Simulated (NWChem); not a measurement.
System: CH₆AlNO₂; SMILES C[NH][Al]([OH])[OH]

Input file for NWChem:

```
start job
memory heap 200 mb stack 900 mb global 1100 mb
geometry units angstroms noautoz
  Al    -0.083599    -0.521382     0.000000
  N      0.727071     1.059620     0.000000
  C      0.089478     2.373470     0.000000
  H      1.738178     1.127810     0.000000
  H      0.355070     2.965480    -0.888660
  H      0.355070     2.965480     0.888660
  H     -0.998059     2.253325     0.000000
  O     -1.795318    -0.540756     0.000000
  H     -2.250296    -1.391478     0.000000
  O      0.748545    -2.021272     0.000000
  H      1.710980    -2.072409     0.000000
end
basis spherical
  * library 6-31+g*
end
dft
  xc pbe0
  iterations 150
  vectors input atomic output neutral.movecs
end
task dft energy
charge 1
dft
  odft
  mult 2
  vectors input atomic output cation.movecs
end
task dft energy
charge -1
dft
  odft
  mult 2
  vectors input atomic output anion.movecs
end
task dft energy
```

The geometry was optimised at B3LYP/6-31G* (spherical d).

Ions are spin-unrestricted doublets at the neutral geometry; other ion states weren't tried.

Task: What results follow from this input? (PBE0/6-31+G* (spherical d), vertical spin-unrestricted ions.) Quantities: vertical ionisation energy, ΔSCF (eV); −ε(HOMO) (eV).

Result: The vertical ionisation energy, ΔSCF (eV) is 8.93 and the −ε(HOMO) (eV) is 6.71.
